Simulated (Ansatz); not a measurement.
`CO[SiH](C)F` + H₂ → `C[SiH2]F` + CH₃OH at 600 K and 1 bar (hydrogenolysis of the Si–O bond).

Program: Ansatz. Geometries: PBE0-D4/def2-TZVP. ΔE: electronic, gas phase. CCSD(T)/CBS adds triple-zeta CCSD(T) − MP2 to the extrapolated MP2 energy (def2 sets, frozen cores). This one scheme is used for every species. Each species was taken in one conformer, which may not be the lowest.

| species | CCSD(T)/CBS energy (Eh) | H − E (kJ/mol) | S (J/(mol·K)) |
| --- | --- | --- | --- |
| `CO[SiH](C)F` | -544.48370 | 304.8 | 453.9 |
| H₂ | -1.17544 | 43.9 | 150.8 |
| `C[SiH2]F` | -430.00374 | 191.4 | 351.0 |
| CH₃OH | -115.61712 | 163.6 | 277.3 |

H − E and S are ideal-gas, rigid-rotor, harmonic terms from PBE0-D4/def2-TZVP, for one conformer and one mirror image of each species. The MP2-based limit puts H₂ 0.8 mEh under its directly extrapolated value; such offsets cancel only in part. 1 Eh = 2625.50 kJ/mol, R = 8.31446 J/(mol·K).

Problem. By hand: ΔE, ΔH, ΔS and ΔG.

Solution. ΔE = (-430.00374) + (-115.61712) − (-544.48370) − (-1.17544) = 0.03828 Eh = 100.5 kJ/mol. Δ(H − E) = 191.4 + 163.6 − 304.8 − 43.9 = 6.3, so ΔH = 106.8 kJ/mol. ΔS = 351.0 + 277.3 − 453.9 − 150.8 = 23.6 J/(mol·K). ΔG = 106.8 − 600 × (23.6)/1000 = 92.6 kJ/mol.

Problem. By hand: the equilibrium constant, and the temperature at which ΔG would vanish if ΔH and ΔS stayed fixed.

Solution. log₁₀ K = −ΔG/(RT ln 10) = -8.1. ΔG = 0 at ΔH/ΔS = 4525 K, far beyond where these terms or the molecules hold.

ΔH outweighs TΔS. A doubt of 5 kJ/mol in ΔE shifts log₁₀ K by 0.4 here. Other conformers and mirror images would add mixing entropy, several J/(mol·K) or more a flexible species. These are equilibria of isolated gas molecules and say nothing of rates. Largest T1 diagnostic: 0.011 (customary marks: 0.02 for closed shells, 0.045 for open ones).
